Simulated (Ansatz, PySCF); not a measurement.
Gas-phase reaction (SMILES): O=C(O)O → [OH] (HO) + O=[C]O; the C-O bond at the site shown breaks (other sites are not compared here).

Each molecule is optimised on its own at B3LYP-D3(BJ)/def2-TZVP (Ansatz, a first-principles code), one conformer each, not searched for the lowest. Cores are frozen in the correlated levels unless marked. Open shells are spin-unrestricted. Spin-orbit coupling is left out. No relativistic terms. CBS marks a two-point X^-3 extrapolation of the correlation energy; Hartree-Fock from the larger set. [CCSD(T)-MP2]/basis is that difference in the basis named. Thermal terms are rigid-rotor harmonic-oscillator values from B3LYP-D3(BJ) frequencies (PySCF) at 298.15 K and 1 atm. 1 Eh = 627.5095 kcal/mol.

```
species    E, RI-MP2/CBS(aug-cc-pVTZ,aug-cc-pVQZ)+[CCSD(T)-MP2]/aug-cc-pVTZ (Ansatz) (Eh)  E, r2SCAN-D4/def2-TZVPD (Ansatz + dftd4) (Eh)  H - E (Eh)
---------  ------------------------------------------------------------------------------  ---------------------------------------------  ----------
O=C(O)O                                                                        -264.79558                                     -265.00206     0.04416
[OH] (HO)                                                                       -75.67691                                      -75.73090     0.01169
O=[C]O                                                                         -188.93005                                     -189.08966     0.02459
```

Work out ΔE and ΔH at 298.15 K at the first level, then ΔH at the second.


1. ΔE = [(-75.67691) + (-188.93005)] - [(-264.79558)] = 0.18862 Eh = 118.4 kcal/mol at RI-MP2/CBS(aug-cc-pVTZ,aug-cc-pVQZ)+[CCSD(T)-MP2]/aug-cc-pVTZ.
2. The terms H - E add up to -0.00788 Eh, so ΔH = (0.18862 + (-0.00788))×627.5095 = 113.4 kcal/mol.
3. At r2SCAN-D4/def2-TZVPD the same steps give ΔE = 113.9 and ΔH = 108.9 kcal/mol, a shift of -4.5 from the first level.
4. These values are not checked against measurement here, since the tables used lack a sound gas-phase enthalpy of formation for at least one species.
